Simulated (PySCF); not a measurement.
# J couplings in SMILES C1C(I)C1, C3H5I

Cartesian coordinates in Å; atom numbers follow the order of the lines, from 1:
```xyz
9

I     2.6787    0.2339   -0.3858
C     0.8156    0.0889    0.6243
C    -0.3003   -0.7206    0.0538
C    -0.3945    0.7797    0.0909
H     0.9825    0.0715    1.7030
H    -0.8988   -1.3090    0.7552
H    -0.1505   -1.1971   -0.9183
H    -1.0637    1.2565    0.8135
H    -0.3053    1.3142   -0.8578
```

[PySCF 2.14.0: indirect couplings; PBE0/pcJ-1 (dyall-v2z on I), isolated molecule, finite nuclei, PBE0-D3(BJ)/def2-SVP geometry]

Non-relativistic values:
| coupling | atoms | J (Hz) |
| --- | --- | --- |
| 1J(127I,13C) | I1 – C2 | -130.9 |
| 2J(127I,13C) | I1 – C3/C4 | 0.6 |
| 2J(127I,1H) | I1 – H5 | 30.5 |
| 3J(127I,1H) | I1 – H7/H9 | 9.2 |

Task: What do scalar relativity and two-component X2C with spin–orbit coupling give?

Result: 
```csv
coupling,atoms,scalar (Hz),with spin–orbit (Hz)
"1J(127I,13C)",I1 – C2,-206.7,-157.3
"2J(127I,13C)",I1 – C3/C4,0.2,-2.3
"2J(127I,1H)",I1 – H5,38.0,33.7
"3J(127I,1H)",I1 – H7/H9,6.3,9.9
```

The largest listed coupling, 1J(127I,13C), ends at 1.20 times its non-relativistic value: scalar relativity adds -75.9 Hz and spin–orbit coupling +49.4 Hz. Equivalent partners are averaged, as under fast rotation. Couplings to strongly quadrupolar nuclei (127I) are seldom resolved in solution.
